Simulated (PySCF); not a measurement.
## Excitation energies in several basis sets

Species: C2H5B2F2N.
SMILES: `FB(F)CC#[N+][BH3-]`

TDDFT with PBE0 (PySCF), vertical singlets, core orbitals frozen in the response, spherical d and f functions. One conformer (not necessarily the lowest) at the PBE0-D3(BJ)/def2-SVP geometry, without solvent, vibrations or thermal averaging.

| basis | functions | diffuse | S1 (eV) | S2 (eV) | S3 (eV) | S4 (eV) | S5 (eV) | LUMO (eV) | α (au) |
| --- | --- | --- | --- | --- | --- | --- | --- | --- | --- |
| 6-31G* | 108 | no | 5.65 | 5.85 | 5.88 | 6.25 | 6.32 | -0.63 | 55.5 |
| def2-SVP | 123 | no | 5.57 | 5.77 | 5.79 | 6.10 | 6.16 | -0.88 | 57.4 |
| 6-31+G* | 136 | yes | 5.60 | 5.76 | 5.78 | 6.04 | 6.11 | -1.03 | 61.8 |
| def2-SVPD | 186 | yes | 5.52 | 5.69 | 5.70 | 5.92 | 6.00 | -1.13 | 67.2 |
| aug-cc-pVDZ | 206 | yes | 5.55 | 5.70 | 5.72 | 5.93 | 6.00 | -1.12 | 67.8 |
| def2-TZVP | 247 | no | 5.56 | 5.74 | 5.77 | 6.02 | 6.10 | -1.02 | 64.3 |

How much do these states and the polarisability depend on the basis?

States are compared by their number. Against the largest diffuse basis here (aug-cc-pVDZ, itself not a converged limit), sets without diffuse functions differ by up to 0.10 eV in S1 and 0.31 eV in S5; the smaller diffuse sets differ by up to 0.05 and 0.11 eV. State by state, the largest deviation of a set without diffuse functions is S1 0.10, S2 0.15, S3 0.16, S4 0.32, S5 0.31 eV. The same number needn't mean the same state in each row. Against aug-cc-pVDZ the polarisability deviates by -18% in 6-31G*, -15% in def2-SVP, -9% in 6-31+G*, -1% in def2-SVPD, -5% in def2-TZVP. A single + in a Pople set puts diffuse functions on heavy atoms only.
